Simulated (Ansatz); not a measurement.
Geometry optimisation, RKS PBE-D4/def2-SVP (Ansatz).

Input file:

```yaml
crystal:
  periodic: [false, false, false]
  atoms:
    - { symbol: Ga, position_ang: [0.140587, -0.537706, -0.283297] }
    - { symbol: H, position_ang: [-0.431399, 0.407644, 2.266557] }
    - { symbol: H, position_ang: [1.556974, 0.144451, -0.296532] }
    - { symbol: H, position_ang: [-1.154546, -0.172183, -1.093393] }
    - { symbol: "N", position_ang: [0.024861, -2.119803, 0.752123] }
    - { symbol: H, position_ang: [-0.873163, -2.607871, 0.793753] }
    - { symbol: C, position_ang: [1.016823, -2.63398, 1.670928] }
    - { symbol: H, position_ang: [1.176509, -3.731466, 1.562204] }
    - { symbol: H, position_ang: [1.997214, -2.148739, 1.486092] }
    - { symbol: H, position_ang: [0.765369, -2.445913, 2.747217] }
    - { symbol: H, position_ang: [-0.42163, -0.257036, 1.976847] }
basis:
  gaussian: { orbitals: def2-SVP }
hamiltonian:
  xc: pbe
  dispersion: d4
relax:
  f_tol: 0.03
  max_steps: 50
```

Run as:

```bash
$ ansatz run input.yaml --threads 2 --pin off --max-ram 3072MiB --backend cpu --events-out ev --progress --plain --runs-dir out
```

Where does it end, and by what steps?

It converged. The force dipped under the threshold on the way, but the program's further checks kept it going. After 15 steps the energy has fallen by 0.208 eV; H2 moved furthest, 1.16 Å.

```csv
step,energy less start (eV),largest force component (eV/Å),accepted
0,0.0000,1.900,yes
1,-0.1386,0.471,yes
2,-0.1685,0.291,yes
3,-0.1816,0.084,yes
4,-0.1891,0.039,yes
5,-0.1920,0.107,yes
6,-0.1929,0.320,yes
7,-0.1971,0.110,yes
8,-0.2004,0.197,yes
9,-0.2035,0.122,yes
10,-0.2041,0.171,yes
11,-0.2055,0.121,yes
12,-0.2073,0.012,yes
13,-0.2078,0.026,yes
14,-0.2080,0.035,yes
15,-0.2081,0.022,yes
```

```xyz
11
Properties=species:S:1:pos:R:3
Ga 0.336 -0.781 -0.707
H -0.913 0.094 3.278
H 1.839 -0.419 -0.996
H -0.956 -0.328 -1.478
N 0.057 -1.878 0.738
H -0.901 -2.166 0.958
C 1.048 -2.476 1.614
H 1.040 -3.589 1.576
H 2.065 -2.147 1.316
H 0.909 -2.181 2.680
H -0.725 -0.231 2.604
```

Whether the end is a true minimum wasn't checked by a vibrational analysis.

Time of the run: 13 s on 2 threads of AMD EPYC 9R45 96-Core Processor (Zen 5), on a shared host, peak memory 0.16 GiB.
